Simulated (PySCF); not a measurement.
**V(NH)F3: computed shieldings and shifts**

V(NH)F3, F3HNV, point group C3v.

Bonds: V1-N2 1.583 Å, V1-F4 1.710 Å, V1-F5 1.710 Å, V1-F6 1.710 Å. N2 carries H3.

GIAO calculations in PySCF 2.14.0 with density-fitted response routines on the PBE0-D3(BJ)/def2-SVP structure: isolated species, non-relativistic, equivalent atoms averaged; basis pcSseg-1 (pcSseg-2 on V).

(1) Give the isotropic shieldings (ppm) with B3LYP, PBE, PBE0.

(2) And the chemical shifts, against references computed in the same way?

(3) Which part of the shielding of V1 depends on the functional?

(4) What couplings does PBE/pcJ-1 (pcSseg-1 on V) give?

Answers

(1) 
```tsv
atoms	environment	B3LYP	PBE	PBE0
V1	V bonded to 3 F, N	-1109	-1037	-1080
F4/F5/F6	fluorine bonded to V	-113.8	-128.5	-100.4
N2	nitrogen bonded to V, H	-295.9	-215.9	-295.5
H3	hydrogen on a nitrogen bonded to V	25.04	24.75	25.00
HOMO–LUMO gap (eV)	–	5.89	3.93	6.46
```

(2) 
| atoms | nucleus, reference | B3LYP | PBE | PBE0 |
| --- | --- | --- | --- | --- |
| V1 | ⁵¹V, VOCl3 | -990 | -779 | -1007 |
| F4/F5/F6 | ¹⁹F, CFCl3 | 285.7 | 273.2 | 277.6 |
| N2 | ¹⁵N, NH3 | 559.4 | 481.0 | 561.2 |
| H3 | ¹H, TMS | 6.34 | 6.45 | 6.27 |

(3) Diamagnetic: B3LYP 1710, PBE 1712, PBE0 1710 ppm; paramagnetic: B3LYP -2819, PBE -2749, PBE0 -2790 ppm. The diamagnetic part, set mainly by inner electrons, hardly moves; the paramagnetic part goes with low-lying magnetically allowed excitations and carries the spread.

(4) ¹J(N2,H3) = -76.7, ²J(F4,F5) = 278.9, ²J(N2,F4) = 2.4, ³J(H3,F4) = -5.8 Hz (averaged over equivalent pairs; isotopes ¹⁵N, ¹H, ¹⁹F).

Unscaled 19F shifts against computed CFCl3 carry errors that often reach 10 to 50 ppm. Experimental scales use liquid or dissolved standards, which lie at an offset from isolated NH3 (liquid NH3: subtract about 20 ppm). Unscaled 15N shifts of sp2 nitrogen come out 20 to 40 ppm too high even then.
